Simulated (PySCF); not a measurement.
## Deuteron quadrupole couplings in `CO[Si](C)(OC)C(F)F`

C4H10F2O2Si.
Structure used (GFN2-xTB), in Å, numbered top down from 1:
```
atom  x, y, z in Å
C1     2.512   -0.386   -1.061
O2     1.509    0.526   -0.691
Si3    0.117    0.247    0.079
C4     0.259   -0.196    1.923
O5    -0.686   -0.870   -0.780
C6    -2.010   -1.335   -0.668
C7    -0.728    1.988   -0.069
F8    -1.359    2.335    1.093
F9    -1.715    1.978   -1.013
H10    2.090   -1.205   -1.644
H11    3.243    0.155   -1.662
H12    2.999   -0.793   -0.174
H13    0.571   -1.229    2.057
H14    0.983    0.434    2.432
H15   -0.690   -0.071    2.438
H16   -2.169   -2.060   -1.465
H17   -2.168   -1.814    0.300
H18   -2.714   -0.511   -0.780
H19   -0.055    2.816   -0.323
```

Level: PBE0/pcSseg-1 (PySCF, non-relativistic); Q(2H) = 0.00286 b; rigid geometry, the same for H and D, with no vibrational averaging.

Question: Rank these positions by the coupling χzz of a deuteron there, largest first.
A. H19 (methine hydrogen)
B. H18 (methyl hydrogen)
C. H11 (methyl hydrogen)
D. H13 (methyl hydrogen)

Answer: D (217 kHz), C (203 kHz), B (199 kHz), A (187 kHz).

Tabulate Vzz, the asymmetry η and χzz = 234.96 MHz × Q × Vzz for every hydrogen position.

```csv
atom,bonded to,bond length (Å),Vzz (au),η,χzz (kHz)
H10,C1,1.090,0.2989,0.07,201
H11,C1,1.090,0.3027,0.07,203
H12,C1,1.091,0.2996,0.08,201
H13,C4,1.088,0.3230,0.01,217
H14,C4,1.086,0.3251,0.01,218
H15,C4,1.087,0.3230,0.01,217
H16,C6,1.090,0.3030,0.07,204
H17,C6,1.091,0.2995,0.08,201
H18,C6,1.090,0.2965,0.08,199
H19,C7,1.097,0.2786,0.07,187
```

How does χzz go with the bond length over the 10 C–H bonds?

A straight-line fit has a slope of -30.5 kHz for each 0.01 Å, with a correlation coefficient of -0.95, over lengths from 1.086 to 1.097 Å. The longer bonds have the smaller couplings here.

A static deuteron (I = 1) shows a doublet split by (3/2)χ, (3/4)χ(1 + η) and (3/4)χ(1 − η) with the field along z, y and x of the gradient. What are these for H18?

With |χ| = 199.3 kHz and η = 0.076: 299, 161 and 138 kHz, to first order and without motion.

The structure is a single GFN2-xTB conformer in the gas phase; no vibrational or solvent corrections. GFN2-xTB bond lengths can be off by several hundredths of an ångström, more for odd bonds, and the gradients follow them. A larger basis could move these couplings by a tenth or more.
